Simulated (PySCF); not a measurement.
## Correlation energy of Kr²⁺ (krypton, charge +2)

[Ar] 3d10 4s2 4p4, high-spin 3P determinant. Computed with PySCF 2.14 in x2c-TZVPall (6s5p4d1f, 48 functions), with scalar relativity by spin-free X2C-1e. Frozen: [Ar] 3d10; 6 electrons correlated.

MP2 pair energies summed by pair of shells (mhartree):

```
 pair  energy  share (%)
4p-4p  -49.81       46.3
4s-4p  -49.58       46.1
4s-4s   -8.09        7.5
```

Total MP2 correlation energy: -107.48 mhartree.

Same-spin part -24.18 and opposite-spin part -83.30 mhartree; SCS-MP2 scales them by 1/3 and 6/5 to -108.02 mhartree.

```csv
level,correlation energy (mhartree)
CCSD,-126.97
(T),-2.97
CCSD(T),-129.94
```

Diagnostics: T1 = 0.0062, D1 = 0.0199, largest double amplitude 0.043.

Cost of the coupled-cluster step: 0.85 s of wall time on 1 thread of Neoverse-V1 (shared host), for 6 correlated electrons.

Iterations:

```
CC2 = 0
CCSD nocc = (np.int64(4), np.int64(2)), nmo = (34, 34)
frozen orbitals [[0, 1, 2, 3, 4, 5, 6, 7, 8, 9, 10, 11, 12, 13], [0, 1, 2, 3, 4, 5, 6, 7, 8, 9, 10, 11, 12, 13]]
max_cycle = 100
direct = 0
conv_tol = 1e-08
conv_tol_normt = 1e-06
diis_space = 8
diis_start_cycle = 0
Init t2, MP2 energy = -0.107479931077234
Init E_corr(UCCSD) = -0.107479931077361
cycle = 1  E_corr(UCCSD) = -0.1227025741203  dE = -0.015222643  norm(t1,t2) = 0.0344675
cycle = 2  E_corr(UCCSD) = -0.125778228359922  dE = -0.00307565424  norm(t1,t2) = 0.0102739
cycle = 3  E_corr(UCCSD) = -0.12700658576681  dE = -0.00122835741  norm(t1,t2) = 0.00371594
cycle = 4  E_corr(UCCSD) = -0.126969906308627  dE = 3.66794582e-05  norm(t1,t2) = 0.000376615
cycle = 5  E_corr(UCCSD) = -0.126970811740568  dE = -9.05431942e-07  norm(t1,t2) = 4.72858e-05
cycle = 6  E_corr(UCCSD) = -0.126970819462817  dE = -7.72224848e-09  norm(t1,t2) = 7.57997e-06
cycle = 7  E_corr(UCCSD) = -0.126970894799335  dE = -7.53365185e-08  norm(t1,t2) = 1.29213e-06
cycle = 8  E_corr(UCCSD) = -0.126970874950718  dE = 1.98486166e-08  norm(t1,t2) = 3.12301e-07
cycle = 9  E_corr(UCCSD) = -0.126970875362074  dE = -4.11355977e-10  norm(t1,t2) = 5.62972e-08
UCCSD converged
E(UCCSD) = -2786.971888421549  E_corr = -0.1269708753620745
UCCSD(T) correction = -0.00296759470783189
```
